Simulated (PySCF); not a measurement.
**Electron correlation in Ar³⁺ (argon, charge +3)**

[Ne] 3s2 3p3, high-spin 4S determinant. Calculation: PySCF 2.14, in x2c-TZVPPall with one added diffuse shell each of s, p, d type (6s6p4d1f, 51 functions); the spin-free X2C one-electron Hamiltonian (Gaussian nucleus). Frozen: 1s2; 13 electrons correlated.

MP2 pair energies summed by pair of shells (mhartree):

| pair | energy | share (%) |
| --- | --- | --- |
| 2p-2p | -103.22 | 38.4 |
| 3s-3p | -67.67 | 25.2 |
| 3p-3p | -24.01 | 8.9 |
| 2p-3p | -21.83 | 8.1 |
| 2s-2p | -16.09 | 6.0 |
| 2p-3s | -15.73 | 5.9 |
| 3s-3s | -9.95 | 3.7 |
| 2s-2s | -4.75 | 1.8 |
| 2s-3p | -3.16 | 1.2 |
| 2s-3s | -2.07 | 0.8 |

Total MP2 correlation energy: -268.47 mhartree.

Same-spin part -79.05 and opposite-spin part -189.41 mhartree; SCS-MP2 scales them by 1/3 and 6/5 to -253.65 mhartree.

This basis was not built for core-valence correlation, so the inner-shell part is incomplete.
